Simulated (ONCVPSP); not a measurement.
Varying the ONCV potential for Ar (Z = 18)

Base potential:

```
Element                 : Ar (Z = 18)
Generator               : ONCVPSP 4.0.1
Type                    : optimised norm-conserving Vanderbilt (ONCV)
Functional              : PBE
Relativity              : scalar-relativistic
Frozen core             : [Ne]
Valence charge          : 8
Reference configuration : 3s2 3p6
Partial waves           : 3s: rc 1.25 bohr, ncon 4, nbas 8, qcut 5 1/bohr, 2 projectors, debl 1.8 Ha; 3p: rc 1.45 bohr, ncon 4, nbas 9, qcut 4.7 1/bohr, 2 projectors, debl 1.2 Ha
Local potential         : polynomial inside 0.95 bohr (lpopt 5, dvloc0 1 Ha)
Core correction         : Teter function, fcfact 3.5, rcfact 1.5
```

All-electron outer shells of the reference configuration (PBE, scalar-relativistic, ld1.x):

| shell | level (eV) | outermost node (bohr) | outermost maximum (bohr) |
| --- | --- | --- | --- |
| 2s | -296.99 | 0.12 | 0.34 |
| 2p | -229.89 | – | 0.28 |
| 3s | -24.29 | 0.52 | 1.17 |
| 3p | -10.27 | 0.49 | 1.30 |

Cutoffs, loose and tight: the cutoffs (Ha) at which the residual kinetic energy of the hardest occupied pseudo-wave falls to 1 and 0.1 mHa per electron. They do not see the model core or the augmentation charge, which bear on the density cutoff. Test errors are all-electron minus pseudo excitation energies from the reference, over the configurations 3s2 3p5; 3s2 3p4; 3s2 3p3; 3s1 3p6. A dash means not determined; rows that change the core or the reference have their own tests.

| change | outcome | cutoff, loose | cutoff, tight | bound ghosts | GHOST(+) flags above zero | largest test error (meV) |
| --- | --- | --- | --- | --- | --- | --- |
| base | generated | 59 Ha | 107 Ha | none | s | +29 |
| core correction Teter function, fcfact 1.8, rcfact 1.5 | generated | 59 Ha | 107 Ha | none | s | +23 |
| core correction Teter function, fcfact 4.5, rcfact 1.1 | generated | 59 Ha | 107 Ha | none | s | +29 |
| p: debl 0.45 | generated | 59 Ha | 107 Ha | none | s | +29 |
| p: qcut 2.6 | generated | 59 Ha | 107 Ha | none | s | +51 |
| local potential polynomial inside 0.95 bohr (lpopt 5, dvloc0 0 Ha) | generated | 59 Ha | 107 Ha | none | s | +29 |
| local potential polynomial inside 0.90 bohr (lpopt 5, dvloc0 -1 Ha) | generated | 59 Ha | 107 Ha | none | s | +29 |
| reference 3s2 3p4 | generated, projector energies reset by the program | 78 Ha | 109 Ha | none | s | +28 |

Task: What comes out with this change to the base: s: ncon 5, nbas 9?

Result: outcome: generated; cutoff, loose: 64 Ha; cutoff, tight: 129 Ha; bound ghosts: none; GHOST(+) flags above zero: s; largest test error (meV): +26.

Task: What comes out with this change to the base: all radii but the core radius scaled by about 1.16 (s 1.46, p 1.68 bohr); local potential polynomial inside 1.10 bohr (lpopt 5, dvloc0 1 Ha)?

Result: outcome: generated; cutoff, loose: 27 Ha; cutoff, tight: 77 Ha; bound ghosts: none; GHOST(+) flags above zero: s; largest test error (meV): +32.

Task: What comes out with this change to the base: s: qcut 5.8; p: qcut 5.4?

Result: outcome: generated; cutoff, loose: 20 Ha; cutoff, tight: 93 Ha; bound ghosts: none; GHOST(+) flags above zero: s; largest test error (meV): +25.
